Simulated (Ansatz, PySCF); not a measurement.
Gas-phase reaction in SMILES: CC(C)CCO + H+ -> CC(C)CC[OH2+]
Structures are relaxed separately at B3LYP-D3(BJ)/def2-TZVP in Ansatz (a first-principles code), one conformer each, not searched for the lowest.

Wanted: proton affinity (enthalpy at 298 K, with B3LYP-D3(BJ) rigid-rotor harmonic-oscillator terms from PySCF), positive where the reaction releases energy, in kJ/mol. Correlated levels leave the core frozen unless marked. Spin-orbit coupling is left out. No relativistic terms. CBS(X,Y): correlation extrapolated as X^-3; Hartree-Fock from the larger set. [CCSD(T)-MP2]/basis is that difference in the basis named.

```json
[
 {"level": "HF/6-31G", "program": "Ansatz", "proton affinity (kJ/mol)": "822.5"},
 {"level": "HF/6-31G*", "program": "Ansatz", "proton affinity (kJ/mol)": "802.9"},
 {"level": "HF/cc-pwCVTZ", "program": "Ansatz", "proton affinity (kJ/mol)": "815.7"},
 {"level": "revPBE-D3(BJ)/def2-TZVPD", "program": "Ansatz + dftd3", "proton affinity (kJ/mol)": "802.2"}
]
```

### Question
Predict the RI-MP2/CBS(cc-pVTZ,cc-pVQZ)+[CCSD(T)-MP2]/cc-pVTZ result (Ansatz).

### Answer
791.4 kJ/mol
